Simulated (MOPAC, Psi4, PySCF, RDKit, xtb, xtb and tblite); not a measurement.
Two geometries of SMILES C1CC1C1CC1 (C6H10), relaxed at GFN2-xTB with one dihedral held; other torsions can differ between them too.

Structure A

```
16

C      1.8380    -0.7891    -0.0379
C      1.7952     0.6622     0.3199
C      0.5234    -0.1346     0.2795
C     -0.5146     0.1013    -0.7752
C     -0.7671     1.4691    -1.3432
C     -0.1342     0.4143    -2.1934
H      2.0355    -1.0565    -1.0646
H      2.2492    -1.4870     0.6759
H      1.9808     1.3818    -0.4623
H      2.1776     0.9680     1.2821
H      0.0888    -0.3800     1.2423
H     -1.3865    -0.5309    -0.6484
H     -0.1500     2.2833    -0.9954
H     -1.7865     1.7589    -1.5498
H     -0.7168    -0.0256    -2.9888
H      0.9113     0.5212    -2.4380
```

Structure B

```
16

C      1.8220    -0.7667    -0.0477
C      1.7766     0.7000     0.2527
C      0.5135    -0.1125     0.2832
C     -0.5127     0.0880    -0.7827
C     -1.8680    -0.5404    -0.6482
C     -1.7151     0.9419    -0.4973
H      1.9919    -1.0704    -1.0696
H      2.2674    -1.4283     0.6796
H      1.9129     1.3898    -0.5663
H      2.1908     1.0482     1.1865
H      0.0918    -0.3214     1.2592
H     -0.0963     0.1507    -1.7811
H     -2.0701    -1.1225     0.2383
H     -2.3512    -0.9213    -1.5350
H     -2.0931     1.5817    -1.2800
H     -1.8110     1.3635     0.4917
```

**Question.** Which is lower in energy at the level wB97X-D/def2-TZVP // GFN2-xTB run with Psi4 1.11, and by how much?

**Answer.** B is lower, by 0.69 kcal/mol (dihedral C1–C3–C4–C5: -105° in A, 120° in B).

E(B) − E(A) in kcal/mol at the other levels, on the same two geometries: GFN2-xTB (xtb and tblite) -1.20; MMFF94 // GFN2-xTB (RDKit) -0.59; PBE/def2-TZVP // GFN2-xTB (Psi4) -1.31; PBE-D3(BJ)/def2-TZVP // GFN2-xTB (Psi4) -0.86; UFF // GFN2-xTB (RDKit) -5.41; PM3, restricted, heats of formation // GFN2-xTB (MOPAC) -1.13; AM1, restricted, heats of formation // GFN2-xTB (MOPAC) -1.61; GFN1-xTB // GFN2-xTB (xtb) -0.81; restricted B3LYP/6-31G*, spherical d, density fitting // GFN2-xTB (PySCF) -1.32; restricted Hartree-Fock/STO-3G // GFN2-xTB (PySCF) -1.48; restricted Hartree-Fock/6-31G*, spherical d, density fitting // GFN2-xTB (PySCF) -1.85; restricted B3LYP/LANL2DZ // GFN2-xTB (PySCF) -1.16.
